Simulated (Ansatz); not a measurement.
hydronium (SMILES [OH3+]) moved off its minimum; all values from Ansatz (a program for electronic structure), cores frozen in correlated methods.
(charge 1, multiplicity 1)
```xyz
4

O     -0.0198    -0.0805     0.1105
H     -0.5957    -0.7549    -0.2173
H     -0.3484     0.8179    -0.2411
H      0.9509    -0.1161    -0.0937
```

Task: Give the forces (eV/Å), the total energy and the dipole at CCSD(T)/aug-cc-pVTZ.

Result: 
```tsv
atom	Fx	Fy	Fz
O1	0.826	3.658	0.001
H2	-0.513	-1.631	-0.727
H3	0.343	-1.313	0.725
H4	-0.656	-0.714	0.001
```
Energy -76.6111 hartree.
